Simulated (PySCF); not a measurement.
Computed IR spectrum (relative IR intensity) of a molecule CH7FN2Si. The structure is a stationary point at r2SCAN-D4/def2-SVP. The values are those of a single conformer. Method: r2SCAN-D4/def2-SVP (PySCF). Frequencies are harmonic and unscaled.

Lines under 2 % of the strongest are left out, and lines within 2 cm⁻¹ are merged.

```
ν (cm⁻¹)  relative intensity
--------  ------------------
288                      7.1
336                       19
363                       50
412                       18
511                       43
757                       23
773                      6.0
810                      8.7
867                      5.2
914                       91
956                      100
1091                     9.0
1162                      47
1399                      37
1445                     4.7
1503                     3.0
1534                      25
2234                      65
2992                      37
3062                      17
3118                     7.1
3590                     8.1
3592                      14
3695                      14
```

Problem. Identify the compound among the candidates.
A. N[SiH](N)CF
B. CN[Si@H](N)F
C. C[Si](N)(N)F
D. NC[Si@H](N)F

Solution. B, CN[Si@H](N)F
